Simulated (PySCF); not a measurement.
C6H9ClSi.
SMILES: `C#C/C=C(\Cl)[SiH](C)C`

Computed, not measured: TDDFT B3LYP/def2-SVPD, vertical, gas phase, core orbitals frozen in the response (PySCF). Isolated species at its GFN2-xTB geometry (one conformer only). Torsions of this conformer, `[CH:1]#[C:2]/[CH:3]=[C:4](\[Cl:5])[SiH:6]([CH3:7])[CH3:8]`: C3–C4–Si6–C7 120°.

Computed states:

| state | E (eV) | f |
| --- | --- | --- |
| S1 | 5.02 | 0.0000 |
| S2 | 5.09 | 0.419 |
| S3 | 5.61 | 0.0018 |
| S4 | 5.97 | 0.0007 |
| S5 | 6.06 | 0.0000 |
| S6 | 6.44 | 0.025 |
| S7 | 6.56 | 0.052 |
| S8 | 6.67 | 0.0005 |

Broadening: Gaussians 0.3 eV wide at half height, area fixed by f = 4.319×10⁻⁹ ∫ε dν̃. The width is an assumption, not a result. The curve ends short of the highest state used, and states not computed would add to its high-energy end.

**Question.** What does the envelope look like, and where are its maxima?

**Answer.** 
| E (eV) | ε (L mol⁻¹ cm⁻¹) |
| --- | --- |
| 4.57 | 10 |
| 4.64 | 80 |
| 4.70 | 373 |
| 4.77 | 1701 |
| 4.83 | 4917 |
| 4.90 | 12815 |
| 4.96 | 22905 |
| 5.03 | 34075 |
| 5.09 | 37665 |
| 5.16 | 31985 |
| 5.23 | 20085 |
| 5.29 | 10606 |
| 5.36 | 3824 |
| 5.42 | 1295 |
| 5.49 | 360 |
| 5.55 | 197 |
| 5.62 | 166 |
| 5.68 | 141 |
| 5.75 | 99 |
| 5.81 | 74 |
| 5.88 | 66 |
| 5.94 | 68 |
| 6.01 | 68 |
| 6.07 | 80 |

Maxima: 244 nm (5.09 eV), ε about 38000, made up of S2 (100%); 208 nm (5.97 eV), ε about 68, made up of S4 (92%) (hardly more than a shoulder) (ε in L mol⁻¹ cm⁻¹; maxima over ε = 5, shares over 10%). At its high-energy end, 6.07 eV, the curve is still rising (ε about 80, from S4 and S6).

**Question.** What would ε be at 5.09 eV, the highest of these maxima, with half the width (0.15 eV)?

**Answer.** About 75300 L mol⁻¹ cm⁻¹ against 37700, a factor of about 2.00; a lone state at its own centre would give exactly 2.

**Question.** On this curve, what absorbance would a 10⁻⁴ mol/L sample give at 248 nm over a 1 cm path?

**Answer.** 248 nm is 4.999 eV, where ε is about 30000 L mol⁻¹ cm⁻¹, so A = ε c l ≈ 3 (Beer–Lambert, with the gas-phase spectrum and the assumed width).

**Question.** Coming from long wavelengths, where does ε first pass 100 L mol⁻¹ cm⁻¹?

**Answer.** At about 267 nm (4.65 eV), 0.37 eV below S1.

Hardware: one thread of an Arm Neoverse N1, no GPU, shared host with 64 logical CPUs at a one-minute load of 60. Cost: 97 s, 0.99 GiB resident at most.
